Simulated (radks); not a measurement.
Task: Successive ionisation energies (eV) of one element, from differences of total energies of ions in their ground configurations, starting at charge 0: 10.833, 24.183, 48.154, 64.136, 400.18, 481.60. Method: Dirac Kohn-Sham, BLYP, spin-unpolarised, spherical densities, finite nucleus; open shells fill j = l - 1/2 first; Fermi nuclear charge, rms radius 2.4702 fm; computed with a radial shooting solver on a logarithmic mesh with Libxc functionals. Which element is it?

Result: Carbon (Z = 6). The first species listed is C in [He] 2s2 2p2, the last C5+ in 1s1.
